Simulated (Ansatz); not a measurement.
`[OH][In]([SH])[Br]` + CH₃OH → `C[O][In]([OH])[Br]` + H₂S  (ligand exchange at the In–S bond)

Isolated molecules relaxed with PBE0-D4/def2-TZVP in Ansatz; ΔE leaves out vibrations. CCSD(T)/CBS adds triple-zeta CCSD(T) − MP2 to the extrapolated MP2 energy (def2 sets, frozen cores). This one scheme is used for every species. DFT in def2-TZVPP. Elements past krypton have def2 core potentials. For Br, In outer-core shells are correlated without core-valence functions, which leaves a few kJ/mol of doubt a bond. Scalar relativity is left out up to krypton. One conformer a species, not always the lowest.

```tsv
level	ΔE (eV)
PBE-D4	0.77
r2SCAN-D4	0.77
PBE	0.78
r2SCAN	0.78
PBE0	0.86
CCSD(T)/def2-TZVPP	0.73
HF/CBS(def2)	0.82
CCSD/CBS(def2)	0.75
```

Problem. What does CCSD(T)/CBS give? (Estimate.)

Solution. Computed: +0.73 eV. The listed levels differ from it by 0.04, 0.04, 0.05, 0.05, 0.13, 0.00, 0.09, 0.02 eV.

Largest T1 diagnostic among the species: 0.015.

From PBE to PBE0 (25 % exact exchange), in def2-TZVPP and without D4, ΔE moves by +0.07 eV. In def2-TZVPP, CCSD(T) changes the Hartree–Fock value by −0.11 eV (the triples alone add −0.02 eV) and MP2 by −0.08 eV.
